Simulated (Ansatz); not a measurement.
Gas-phase electronic energies from Ansatz, PBE0-D4/def2-TZVP geometries. CCSD(T)/CBS is the MP2 limit (def2-TZVPP, def2-QZVPP) plus CCSD(T) − MP2 in def2-TZVPP, frozen cores. Functionals use def2-TZVPP. B3LYP here is the variant with VWN-RPA as its local correlation; programs differ in this. Each species was taken in one conformer, which may not be the lowest.

Reaction (redistribution): `N[SiH](O)[SiH3]` + `[SiH3]BN[SiH3]` → `N[Si](O)([SiH3])[SiH3]` + `BN[SiH3]`

| level | ΔE (eV) |
| --- | --- |
| r2SCAN-D4 | -0.18 |
| ωB97M-V | -0.14 |
| B2PLYP | -0.15 |
| B3LYP | -0.15 |
| MP2/def2-TZVPP | -0.15 |
| CCSD(T)/def2-TZVPP | -0.14 |
| HF/def2-QZVPP | -0.12 |
| HF/CBS(def2) | -0.12 |

Question: What does CCSD(T)/CBS give? (An estimate is asked.)

Answer: Computed: -0.15 eV. The listed levels differ from it by -0.03, 0.01, 0.00, 0.00, 0.00, 0.01, 0.03, 0.03 eV.

Largest T1 diagnostic among the species: 0.014.

CCSD(T)/CBS has its own doubt, a few kJ/mol and more with outer-core shells, so smaller differences from it don't rank the levels.
